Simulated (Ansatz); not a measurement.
Basis-set extrapolation for F2HO2Si, SMILES `[O][Si](O)(F)F` radical (PBE0-D4/def2-TZVP geometry, frozen core, the Gaussian-basis code of Ansatz). Multiplicity 2, UHF reference.

```json
{"": "HF", "def2-TZVPP": "-638.494957", "def2-QZVPP": "-638.521853"}
{"": "MP2 correlation", "def2-TZVPP": "-1.025353", "def2-QZVPP": "-1.121107"}
{"": "CCSD(T) correlation", "def2-TZVPP": "-1.072403", "def2-QZVPP": "not run"}
```

Energies in hartree. Use E(X) = E(∞) + A·exp(−7.88·√X) for Hartree–Fock and E(X) = E(∞) + B·X^(−2.97) for correlation, with X = 3 and 4, and add CCSD(T) minus MP2 of the smaller set to the MP2 limit.

**Question.** What is the CCSD(T) energy at the basis-set limit?

**Answer.** HF limit: -638.521853 + (-0.026896) × 0.13774 = -638.52556. MP2 limit: -1.121107 + (-0.095754) × 0.74074 = -1.19204. Higher-order term: -1.072403 − (-1.025353) = -0.04705. Total: -639.76465 hartree, 518.0 kJ/mol below CCSD(T)/def2-TZVPP.
